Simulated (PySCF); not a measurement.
**Two-component Hartree-Fock for Hg⁶¹⁺ (mercury, charge +61)**

Start: [Ar] 3d1; 3d5/2 filled at m_j = +5/2. Calculated with PySCF 2.14 in an uncontracted even-tempered set (15 s from 19 bohr⁻², ratio 2.8; 12 p from 25 bohr⁻², ratio 2.8; 8 d from 25 bohr⁻², ratio 2.8; 3 f from 77 bohr⁻², ratio 3): generalised Hartree-Fock with the X2C-1e Hamiltonian and a Gaussian nucleus; one run each with spin-orbit coupling (SO) screened by Boettger's factors, then bare. This is a chosen level, not necessarily the ground level.

| spinor shell | electrons | ε, screened SO (eV) | ε, bare SO (eV) | weight of nominal j (bare SO) | rms radius, bare SO (bohr) |
| --- | --- | --- | --- | --- | --- |
| 1s1/2 | 2 | -88190.9 | -88189.4 | 1.000 | 0.0187 |
| 2s1/2 | 2 | -19468.2 | -19467.9 | 1.000 | 0.0749 |
| 2p1/2 | 2 | -18871.7 | -18916.9 | 1.000 | 0.0631 |
| 2p3/2 | 4 | -16893.1 | -16879.9 | 1.000 | 0.0711 |
| 3s1/2 | 2 | -7543.6 | -7543.5 | 1.000 | 0.184 |
| 3p1/2 | 2 | -7299.0 | -7310.4 | 1.000 | 0.174 |
| 3p3/2 | 4 | -6792.8 | -6789.3 | 1.000 | 0.188 |
| 3d5/2 | 1 | -6401.7 | -6395.5 | 1.000 | 0.163 |

| quantity | screened SO | bare SO |
| --- | --- | --- |
| E (hartree) | -15680.75128 | -15682.29410 |
| M_J | 5/2 | 5/2 |
| ⟨J²⟩ | 8.750 | 8.750 |
| ⟨L²⟩ | 6.081 | 6.085 |
| ⟨S²⟩ | 0.830 | 0.835 |

Each row is a mean over spinors that exchange with the open shell spreads, by up to 29.914 eV (3p3/2).

Breit and QED terms are absent; they matter most for the inner s and p1/2 levels.

Densities and radii are taken from the X2C orbitals without a picture-change correction, which distorts them close to the nucleus.
